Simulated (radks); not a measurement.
Problem. Radial electron density D(r) = 4 pi r^2 rho(r) of an atom or ion with 1 electrons. Calculated with a radial shooting solver on a logarithmic mesh with Libxc functionals: scalar-relativistic Kohn-Sham, exchange-only PBE, spin-polarised, spherical densities, finite nucleus; Fermi nuclear charge, rms radius of each element as measured or else 0.836 A^(1/3) + 0.57 fm.

r (bohr)  D(r) (e/bohr)
0.03314         0.09851
0.0359           0.1137
0.03858          0.1292
0.04179          0.1486
0.04491          0.1684
0.04865          0.1932
0.05228          0.2182
0.05664          0.2493
0.06086          0.2806
0.06593          0.3193
0.07085          0.3578
0.07676          0.4051
0.08249          0.4518
0.08864          0.5025
0.09603          0.5637
0.1032           0.6232
0.1118           0.6940
0.1201           0.7617
0.1301           0.8410
0.1399           0.9154
0.1515            1.001
0.1628            1.079
0.1764            1.166
0.1895            1.243
0.2053            1.325
0.2207            1.394
0.239             1.463
0.2569            1.516
0.2783            1.563
0.2991            1.592
0.324             1.607
0.3482            1.603
0.3771            1.580
0.4053            1.540
0.4356            1.483
0.4718            1.399
0.5071            1.309
0.5493            1.193
0.5903            1.079
0.6395           0.9446
0.6872           0.8216
0.7444           0.6870
0.8              0.5715
0.8667           0.4532
0.9314           0.3581
1.009            0.2671
1.084            0.1989
1.175            0.1381
1.262           0.09594
1.367           0.06127
1.469           0.03922
1.592           0.02271
1.711           0.01321
1.853          0.006821
1.991          0.003552

What is the nuclear charge?

Solution. Z = 3. The innermost maximum, from 1s, lies near gamma/Z bohr with gamma = sqrt(1 - (Z/c)^2) = 1.000, here 0.333 bohr (found: 0.332), and its height grows with Z. The density is that of the lithium ion Li2+ in 1s1; the configuration itself is not fixed sharply by these data. D(r) has 1 maximum, at r = 0.332 bohr.
